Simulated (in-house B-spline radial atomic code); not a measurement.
Checks on a self-consistent run for Pb8+, 1s1 2s2 2p6 3s2 3p6 3d10 4s2 4p6 4d10 4f14 5s2 5p6 5d7. Method: Dirac-Hartree-Fock, average of configuration, Fermi nucleus of rms radius 5.5012 fm. Calculated with an all-electron radial atomic-structure program (B-spline basis).

```json
{"orbital": "1s1/2", "q": "1", "ε (Eh)": "-3312.46627", "<1/r>": "101.532", "<r²>": "0.000356595", "small-component weight": "0.098266"}
{"orbital": "2s1/2", "q": "2", "ε (Eh)": "-605.46508", "<1/r>": "25.441", "<r²>": "0.00526406", "small-component weight": "0.023169"}
{"orbital": "2p1/2", "q": "2", "ε (Eh)": "-584.95270", "<1/r>": "25.3439", "<r²>": "0.0036778", "small-component weight": "0.023153"}
{"orbital": "2p3/2", "q": "4", "ε (Eh)": "-500.85105", "<1/r>": "20.1904", "<r²>": "0.00484331", "small-component weight": "0.02037"}
{"orbital": "3s1/2", "q": "2", "ε (Eh)": "-152.27756", "<1/r>": "9.34315", "<r²>": "0.0338848", "small-component weight": "0.0078253"}
{"orbital": "3p1/2", "q": "2", "ε (Eh)": "-142.04876", "<1/r>": "9.25057", "<r²>": "0.0306197", "small-component weight": "0.0077573"}
{"orbital": "3p3/2", "q": "4", "ε (Eh)": "-122.98241", "<1/r>": "7.90551", "<r²>": "0.0368136", "small-component weight": "0.0069552"}
{"orbital": "3d3/2", "q": "4", "ε (Eh)": "-105.09894", "<1/r>": "7.79936", "<r²>": "0.0280507", "small-component weight": "0.0068324"}
{"orbital": "3d5/2", "q": "6", "ε (Eh)": "-101.02764", "<1/r>": "7.49627", "<r²>": "0.0297458", "small-component weight": "0.0066118"}
{"orbital": "4s1/2", "q": "2", "ε (Eh)": "-39.72101", "<1/r>": "3.95607", "<r²>": "0.161788", "small-component weight": "0.0026813"}
{"orbital": "4p1/2", "q": "2", "ε (Eh)": "-35.07042", "<1/r>": "3.85252", "<r²>": "0.163068", "small-component weight": "0.0025893"}
{"orbital": "4p3/2", "q": "4", "ε (Eh)": "-30.30918", "<1/r>": "3.40755", "<r²>": "0.191966", "small-component weight": "0.0023058"}
{"orbital": "4d3/2", "q": "4", "ε (Eh)": "-22.38601", "<1/r>": "3.21136", "<r²>": "0.198611", "small-component weight": "0.0021012"}
{"orbital": "4d5/2", "q": "6", "ε (Eh)": "-21.47275", "<1/r>": "3.10616", "<r²>": "0.208802", "small-component weight": "0.0020206"}
{"orbital": "4f5/2", "q": "6", "ε (Eh)": "-11.05779", "<1/r>": "2.77807", "<r²>": "0.223975", "small-component weight": "0.0016612"}
{"orbital": "4f7/2", "q": "8", "ε (Eh)": "-10.84852", "<1/r>": "2.73805", "<r²>": "0.229938", "small-component weight": "0.0016282"}
{"orbital": "5s1/2", "q": "2", "ε (Eh)": "-10.77788", "<1/r>": "1.64945", "<r²>": "0.775816", "small-component weight": "0.00072246"}
{"orbital": "5p1/2", "q": "2", "ε (Eh)": "-9.00797", "<1/r>": "1.54942", "<r²>": "0.861389", "small-component weight": "0.00065392"}
{"orbital": "5p3/2", "q": "4", "ε (Eh)": "-8.04152", "<1/r>": "1.39838", "<r²>": "1.00811", "small-component weight": "0.0005718"}
{"orbital": "5d3/2", "q": "2.8", "ε (Eh)": "-5.41152", "<1/r>": "1.19", "<r²>": "1.35547", "small-component weight": "0.00043377"}
{"orbital": "5d5/2", "q": "4.2", "ε (Eh)": "-5.27504", "<1/r>": "1.15478", "<r²>": "1.42428", "small-component weight": "0.00041371"}
```

Electron-electron repulsion V_ee = 7089.4861 hartree.

What total energy follows from the eigenvalues?

The eigenvalues count the repulsion twice, so E = Σqε - V_ee = -10555.230 - 7089.486 = -17644.716 hartree; the run printed -17644.716.

Does the Dirac virial theorem hold?

For a point nucleus E = -2c²Σq·w, with w the small-component weight. Here Σq·w = 0.46965 and c = 137.0360, so the ratio E/(-2c²Σq·w) is 1.000317; the finite nucleus accounts for the departure from 1.

What diamagnetic shielding (Lamb formula) and susceptibility (Langevin formula) do the radii give?

σ = (α²/3)Σq<1/r> = 548.324/(3·137.036²) = 9733 ppm, and χ = -0.79199×10⁻⁶·Σq<r²> = -19.27×10⁻⁶ cm³/mol with Σq<r²> = 24.337 bohr². Both are non-relativistic formulas without the paramagnetism of open shells; for so heavy an element the full relativistic shielding is larger by tens of per cent.
